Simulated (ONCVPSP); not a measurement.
# Logarithmic derivatives: antimony, ONCV

Sb (Z = 51), optimised norm-conserving Vanderbilt (ONCV), made with ONCVPSP 4.0.1 (PBEsol, scalar-relativistic). Core [Kr] 4d10, reference 5s2 5p3. Waves: 5s: rc 2.05 bohr, ncon 5, nbas 10, qcut 3.4 1/bohr, 2 projectors, debl 1.4 Ha; 5p: rc 2.40 bohr, ncon 3, nbas 6, qcut 3.3 1/bohr, 1 projector; d scattering state at 0.06 Ha: rc 2.15 bohr, ncon 4, nbas 9, qcut 3.7 1/bohr, 1 projector. Local part: polynomial inside 1.70 bohr (lpopt 5, dvloc0 0 Ha). Core correction: Teter function, fcfact 2.25, rcfact 1.15.

The phase is arctan(r·R′/R) of the radial function R(r), unwrapped; energies in Ha, scanned from -2 to 5 Ha. A pole is an energy at which the radial function vanishes at the test radius. The pseudo phase is shifted by a multiple of π to meet the all-electron one at the reference energy, and phase errors are pseudo minus all-electron; the curves can meet again beyond the range given. Levels narrower than the energy grid can be missing from the lists of poles.

Q: For each channel, where are the poles, and over which energies does the pseudopotential scatter like the atom?

A:

```csv
channel,radius (bohr),reference energy (Ha),"poles, all-electron","poles, pseudo",unbroken range about the reference energy with phases within 0.05 rad,phase error 1 Ha above the reference energy (rad)
s,2.08,-0.47,1.21,"1.19, 1.24",below 1.2,-0.000
p,2.44,-0.18,1.03,"0.72, 1.88",below 0.6,-0.113
d,2.18,0.06,"-1.14, 3.19",1.17,-0.5 to 0.3,-0.598
```

Note: no bound ghost flagged; GHOST(+) flagged for s at 33.1 eV.

Phases in the s channel:

```json
{"E (Ha)": "-1.98", "all-electron": "1.069", "pseudo": "1.067"}
{"E (Ha)": "-1.62", "all-electron": "0.902", "pseudo": "0.900"}
{"E (Ha)": "-1.26", "all-electron": "0.550", "pseudo": "0.548"}
{"E (Ha)": "-0.90", "all-electron": "-0.178", "pseudo": "-0.179"}
{"E (Ha)": "-0.54", "all-electron": "-0.875", "pseudo": "-0.875"}
{"E (Ha)": "-0.18", "all-electron": "-1.204", "pseudo": "-1.204"}
{"E (Ha)": "0.18", "all-electron": "-1.365", "pseudo": "-1.365"}
{"E (Ha)": "0.54", "all-electron": "-1.460", "pseudo": "-1.460"}
{"E (Ha)": "0.90", "all-electron": "-1.526", "pseudo": "-1.526"}
{"E (Ha)": "1.26", "all-electron": "-1.577", "pseudo": "-4.717"}
{"E (Ha)": "1.62", "all-electron": "-1.622", "pseudo": "-4.763"}
{"E (Ha)": "1.98", "all-electron": "-1.666", "pseudo": "-4.806"}
{"E (Ha)": "2.34", "all-electron": "-1.715", "pseudo": "-4.854"}
{"E (Ha)": "2.70", "all-electron": "-1.776", "pseudo": "-4.914"}
{"E (Ha)": "3.06", "all-electron": "-1.863", "pseudo": "-4.999"}
{"E (Ha)": "3.42", "all-electron": "-2.013", "pseudo": "-5.145"}
{"E (Ha)": "3.78", "all-electron": "-2.340", "pseudo": "-5.470"}
{"E (Ha)": "4.14", "all-electron": "-3.137", "pseudo": "-6.299"}
{"E (Ha)": "4.50", "all-electron": "-3.941", "pseudo": "-7.125"}
{"E (Ha)": "4.86", "all-electron": "-4.271", "pseudo": "-7.447"}
```
